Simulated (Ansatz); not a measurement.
AlAsFH3O, SMILES [OH][Al]([F])[AsH2].

Geometry: PBE-D3(BJ)/def2-SVP. The structure was generated by enumeration; whether it is a known compound was not checked. One conformer was computed; it need not be the lowest.

Two levels are set side by side: PBE/def2-SVPD (Ansatz, a program for electronic structure) and PBE0/def2-SVPD (Ansatz). Energy differences of separate SCF runs at the same geometry; the states with an electron removed or added have multiplicity 2 and 2. Differences are taken from unrounded values.

```tsv
quantity	PBE0
vertical ionisation energy (eV)	10.07
vertical singlet–triplet gap (eV)	5.08
```

**Question.** What does PBE give, and how far is it from PBE0? (An estimate is asked for; the answer gives what the named calculation found.)

**Answer.** 
```tsv
quantity	PBE	PBE minus PBE0
vertical ionisation energy (eV)	9.91	-0.16
vertical singlet–triplet gap (eV)	4.94	-0.14
```
